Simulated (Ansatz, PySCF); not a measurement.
Bond stretch in Be2, singlet.

Computed with: UKS-CAM-B3LYP = unrestricted CAM-B3LYP/cc-pVTZ (Ansatz, a program for electronic structure); RKS-CAM-B3LYP = restricted CAM-B3LYP/cc-pVTZ (Ansatz); UKS-B3LYP = Ansatz with unrestricted B3LYP/cc-pVTZ; RKS-B3LYP = restricted B3LYP/cc-pVTZ in Ansatz; UKS-PBE = unrestricted PBE/cc-pVTZ (Ansatz); RKS-PBE = restricted PBE/cc-pVTZ (Ansatz); UKS-B3LYP/6-31G* = unrestricted B3LYP/6-31G*, spherical d (PySCF 2.14.0); RKS-B3LYP/6-31G* = restricted B3LYP/6-31G*, spherical d run with PySCF; UKS-M06-2X/6-31G* = unrestricted M06-2X/6-31G*, spherical d run with PySCF; RKS-M06-2X/6-31G* = restricted M06-2X/6-31G*, spherical d in PySCF.

Scanned distances (Å): 1.90, 2.03, 2.11, 2.26, 2.38, 2.44, 2.52, 2.62, 2.65, 2.77, 2.90, 3.09, 3.43, 3.72, 4.15, 4.48, 5.06, 5.46, 6.24, 6.77, 7.47.

Where does the unrestricted solution first break spin symmetry (<S²> of 0.01 or more)?

UKS-CAM-B3LYP: already at 1.90 Å; UKS-B3LYP: already at 1.90 Å; UKS-PBE: already at 1.90 Å; UKS-B3LYP/6-31G*: already at 1.90 Å; UKS-M06-2X/6-31G*: already at 1.90 Å.

```
R / Å  <S²> UKS-CAM-B3LYP  E(RKS-CAM-B3LYP) − E(UKS-CAM-B3LYP) / mEh  <S²> UKS-B3LYP  E(RKS-B3LYP) − E(UKS-B3LYP) / mEh  <S²> UKS-PBE  E(RKS-PBE) − E(UKS-PBE) / mEh  <S²> UKS-B3LYP/6-31G*  E(RKS-B3LYP/6-31G*) − E(UKS-B3LYP/6-31G*) / mEh  <S²> UKS-M06-2X/6-31G*  E(RKS-M06-2X/6-31G*) − E(UKS-M06-2X/6-31G*) / mEh
-----  ------------------  -----------------------------------------  --------------  ---------------------------------  ------------  -----------------------------  ---------------------  -----------------------------------------------  ----------------------  -------------------------------------------------
1.90                 0.78                                       15.1            0.68                                7.6          0.67                            5.9                   0.68                                              8.1                    0.72                                                7.4
2.03                 0.73                                       12.0            0.60                                5.4          0.53                            3.2                   0.61                                              5.9                    0.62                                                4.7
2.11                 0.69                                       10.1            0.54                                4.1          0.47                            2.4                   0.56                                              4.6                    0.00                                                0.0
2.26                 0.60                                        6.7            0.42                                2.2          0.34                            1.1                   0.00                                              0.0                    0.00                                                0.0
2.38                 0.51                                        4.3            0.30                                1.0          0.22                            0.4                   0.00                                              0.0                    0.00                                                0.0
2.44                 0.46                                        3.2            0.24                                0.6          0.15                            0.2                   0.00                                              0.0                    0.00                                                0.0
2.52                 0.38                                        2.0            0.15                                0.2          0.05                            0.0                   0.00                                              0.0                    0.00                                                0.0
2.62                 0.27                                        0.9            0.03                                0.0          0.00                            0.0                   0.00                                              0.0                    0.00                                                0.0
2.65                 0.24                                        0.7            0.00                                0.0          0.00                            0.0                   0.00                                              0.0                    0.00                                                0.0
2.77                 0.08                                        0.1            0.00                                0.0          0.00                            0.0                   0.00                                              0.0                    0.00                                                0.0
2.90                 0.00                                        0.0            0.00                                0.0          0.00                            0.0                   0.00                                              0.0                    0.00                                                0.0
3.09                 0.00                                        0.0            0.00                                0.0          0.00                            0.0                   0.00                                              0.0                    0.00                                                0.0
3.43                 0.00                                        0.0            0.00                                0.0          0.00                            0.0                   0.00                                              0.0                    0.00                                                0.0
3.72                 0.00                                        0.0            0.00                                0.0          0.00                            0.0                   0.00                                              0.0                    0.00                                                0.0
4.15                 0.00                                        0.0            0.00                                0.0          0.00                            0.0                   0.00                                              0.0                    0.00                                                0.0
4.48                 0.00                                        0.0            0.00                                0.0          0.00                            0.0                   0.00                                              0.0                    0.00                                                0.0
5.06                 0.00                                        0.0            0.00                                0.0          0.00                            0.0                   0.00                                              0.0                    0.00                                                0.0
5.46                 0.00                                        0.0            0.00                                0.0          0.00                            0.0                   0.00                                              0.0                    0.00                                                0.0
6.24                 0.00                                        0.0            0.00                                0.0          0.00                            0.0                   0.00                                              0.0                    0.00                                                0.0
6.77                 0.00                                        0.0            0.00                                0.0          0.00                            0.0                   0.00                                              0.0                    0.00                                                0.0
7.47                 0.00                                        0.0            0.00                                0.0          0.00                            0.0                   0.00                                              0.0                    0.00                                                0.0
```
